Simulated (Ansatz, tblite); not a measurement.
Forces on W₂F₂⁺ at its r2SCAN-D4/def2-TZVP geometry. Total charge 1; doublet.

In the def2 sets W takes a core potential; there is no spin–orbit coupling. The xTB rows come from tblite. At revPBE-D4/def2-TZVP the charge 1 doublet is spin-contaminated (final ⟨S²⟩ up to 1.17, 0.75 for a pure state). The structure comes from a short search, and lower isomers may exist.

GFN1-xTB (tblite), largest force 35.37 eV/Å:

```xyz
4
positions Å, forces eV/Å
W     0.974   -0.552    0.194   30.402  -17.178    4.756
W    -0.932    0.529   -0.184  -30.433   17.223   -5.281
F    -1.028    0.677   -2.025   -0.075    0.087   -0.887
F     0.985   -0.653    2.015    0.106   -0.133    1.412
```

GFN2-xTB (tblite), largest force 15.91 eV/Å:

```
W 13.380 -7.624 3.337
W -13.401 7.663 -3.851
F -0.989 0.595 -0.869
F 1.010 -0.635 1.383
```

revPBE-D4/def2-TZVP (Ansatz), largest force 0.92 eV/Å:

```
W -0.494 0.312 -0.716
W 0.459 -0.275 0.380
F 0.018 0.004 -0.268
F 0.018 -0.041 0.604
```
